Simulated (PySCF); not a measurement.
## Spinor energies of Ru (ruthenium, neutral)

Start: [Kr] 4d8; 4d3/2 filled at m_j = -1/2, +1/2, +3/2; 4d5/2 filled at m_j = -3/2, -1/2, +1/2, +3/2, +5/2. Calculated with PySCF 2.14 in x2c-TZVPall-2c: generalised Hartree-Fock with the X2C-1e Hamiltonian and a Gaussian nucleus; one run each with spin-orbit coupling (SO) switched off, then screened by Boettger's factors. This is a chosen level, not necessarily the ground level.

```csv
spinor shell,electrons,"ε, spin-free (eV)","ε, screened SO (eV)",weight of nominal j (screened SO),"rms radius, screened SO (bohr)"
1s1/2,2,-22231.8,-22230.4,1.000,0.0384
2s1/2,2,-3273.3,-3272.9,1.000,0.158
2p1/2,2,-2924.6,-3015.1,1.000,0.137
2p3/2,4,-2924.6,-2882.3,1.000,0.142
3s1/2,2,-607.89,-607.76,1.000,0.428
3p1/2,2,-490.26,-506.20,1.000,0.425
3p3/2,4,-490.26,-482.74,1.000,0.436
3d3/2,4,-301.21,-303.99,0.997,0.416
3d5/2,6,-301.21,-299.21,0.998,0.420
4s1/2,2,-90.453,-90.411,1.000,1.10
4p1/2,2,-55.464,-59.001,0.932,1.21
4p3/2,4,-55.464,-53.734,0.966,1.24
4d5/2,5,-7.524,-7.416,0.616,2.01
4d3/2,3,-7.524,-7.715,0.648,1.97
```

```json
{"quantity": "E (hartree)", "spin-free": "-4527.58336", "screened SO": "-4528.23126"}
{"quantity": "M_J", "spin-free": "4", "screened SO": "4"}
{"quantity": "⟨J²⟩", "spin-free": "20.040", "screened SO": "20.034"}
{"quantity": "⟨L²⟩", "spin-free": "12.019", "screened SO": "12.077"}
{"quantity": "⟨S²⟩", "spin-free": "2.021", "screened SO": "2.021"}
```

Each row is a mean over spinors that exchange with the open shell spreads, by up to 6.291 eV (4p3/2).

Rows whose weight is well below 1 are mixtures of j = l ± 1/2: exchange outweighs spin-orbit coupling there, and the label is only the starting occupation.

Breit and QED terms are absent; they matter most for the inner s and p1/2 levels.

Densities and radii are taken from the X2C orbitals without a picture-change correction, which distorts them close to the nucleus.

Without spin-orbit coupling the j labels of p, d and f shells carry no meaning; the spin-free column gives the mean over the occupied spinors of each nl shell.
